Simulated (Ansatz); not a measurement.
Problem. Name a neutral molecule of B, Cl, Ga, O, Si and H with size of the dipole moment (B3LYP/def2-TZVPP) between 0.60 and 0.90 D and LUMO energy (PBE0/def2-TZVPP) between -1.75 and -1.45 eV (Ansatz, PBE0-D4/def2-TZVP geometry).

Solution. `B[O][Ga]([Cl])[O][SiH3]` (0.63 D, -1.63 eV). Other molecules can fit too; these were computed, each in one conformer that needn't be the lowest.

B3LYP here is the variant with VWN-RPA as its local correlation; programs differ in this.
